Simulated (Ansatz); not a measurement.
A nudged elastic band was laid between two geometries of a periodic cell of 19 atoms, C$_{18}$F (surface graphene monolayer, adsorbate F).

Level of theory: Ansatz, DFT LDA, scalar-relativistic, plane waves, PAW. Settings: cutoff 420 eV, k mesh 2x2x1, fermi-dirac smearing 0.05 eV, spin collinear.

```
movable images  : 7
climbing image  : yes
spring          : 5.0 eV/Å²
optimiser       : quadratic models (default)
start path      : IDPP
force threshold : 0.03 eV/Å
iteration limit : 46
end points      : relaxed
```

Image 0:

```xyz
19
Lattice="7.3980 0.0000 0.0000 -3.6990 6.4069 0.0000 0.0000 0.0000 11.0000" Properties=species:S:1:pos:R:3
C 0.033 0.029 0.896
C 1.265 0.741 0.894
C -1.187 2.156 0.990
C 0.029 2.874 0.932
C -2.434 4.316 0.990
C -1.204 5.010 0.932
C 2.497 0.029 0.896
C 3.731 0.745 0.932
C 1.265 2.163 0.896
C 2.502 2.874 0.932
C 0.035 4.302 0.946
C 1.265 5.012 0.942
C 4.964 0.025 0.946
C 6.198 0.745 0.932
C 3.718 2.156 0.990
C 4.964 2.876 1.322
C 2.496 4.302 0.946
C 3.735 5.010 0.932
F -2.433 2.876 2.822
```

Image 8:

Only the atoms that move by more than 0.05 Å are listed.
```
C1 0.032 0.025 0.946
C4 0.032 2.876 1.322
C9 1.279 2.156 0.990
C13 4.963 0.029 0.896
C15 3.731 2.163 0.896
C16 4.968 2.874 0.932
F19 0.033 2.876 2.822
```

**Question.** What changes between the two ends?

**Answer.** Contacts lost: C16–F19. Contacts made: C4–F19. The atom that moves furthest is F19, by 2.47 Å; four of its nearest neighbours are C16 1.50, C3 2.33, C15 2.33, C5 2.33 Å at the first end and C4 1.50, C9 2.33, C3 2.33, C11 2.33 Å at the last.

**Question.** Give the energies along the band, and the barrier.

**Answer.** The forces met the threshold. The highest image is number 6 of 0 to 8, 0.43 eV above the ends, which have the same energy within 2 meV. The profile has 2 maxima (images 2, 6) with wells between them (image 4): this band takes more than one step, which may be the mechanism or a detour left from its start path. By the program's own check the climbing image is a first-order saddle point (lowest curvatures found: -2.66 and 0.84 eV/Å²). Limits of this set-up: coarse k mesh, slab without dipole correction.

```
image  path coordinate (Å)  energy (eV)  C16–F19 (Å)  C4–F19 (Å)
    0                 0.00         0.00         1.50        3.10
    1                 0.40         0.22         1.70        2.89
    2                 0.80         0.43         2.06        2.75
    3                 1.20         0.23         2.20        2.50
    4                 1.60         0.00         2.33        2.33
    5                 2.00         0.22         2.49        2.20
    6                 2.40         0.43         2.75        2.06
    7                 2.80         0.22         2.89        1.70
    8                 3.21         0.00         3.10        1.50
```

**Question.** What is the geometry of the highest image?

**Answer.** 
```xyz
19
Lattice="7.3980 0.0000 0.0000 -3.6990 6.4069 0.0000 0.0000 0.0000 11.0000" Properties=species:S:1:pos:R:3
C 0.033 0.049 0.941
C 1.265 0.760 0.941
C -1.205 2.181 1.017
C 0.036 2.897 1.016
C -2.432 4.318 0.941
C -1.200 5.029 0.941
C 2.498 0.047 0.936
C 3.728 0.757 0.942
C 1.268 2.185 0.951
C 2.498 2.896 0.941
C 0.035 4.320 0.951
C 1.266 5.030 0.940
C 4.964 0.048 0.940
C 6.195 0.758 0.951
C 3.732 2.182 0.941
C 4.962 2.894 0.951
C 2.503 4.321 0.942
C 3.733 5.031 0.936
F -0.585 2.540 2.949
```

The band took 10 iterations and about 11 core-minutes.

The run took 6.1 min on 2 threads of Intel(R) Xeon(R) Platinum 8488C (Sapphire Rapids), on a shared host, peak memory 1.7 GiB.
